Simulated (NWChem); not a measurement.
A calculation on H$_{2}$SSn

```xyz
4

Sn    -0.3986    -0.4725     0.0000
H      1.0023    -1.5864     0.0000
S      1.1697     1.4266     0.0000
H      0.2135     2.3866     0.0000
```
Charge 0, spin multiplicity 1.

Everything below was run with NWChem. All single points use one geometry, from B3LYP/def2-SVP with def2 effective core potentials on Sn, a minimum by its harmonic frequencies. It is one conformer; others weren't searched.

Symmetry labels belong to the abelian group Cs used in the runs, with the axes of the coordinates shown.

Effective core potentials replace the inner electrons of Sn; spin-orbit coupling is left out. The structure started from a generated list of species.

Q: List the lowest 6 singlet excitations that TD-PBE/def2-SVPD with def2 effective core potentials on Sn gives, with oscillator strengths.

A: 
```csv
state,symmetry,energy (eV),wavelength (nm),f
1,a",2.88,431,0.012
2,a',3.76,330,0.035
3,a",4.06,305,0.001
4,a',5.05,245,0.118
5,a",5.33,233,0.015
6,a',5.49,226,0.117
```
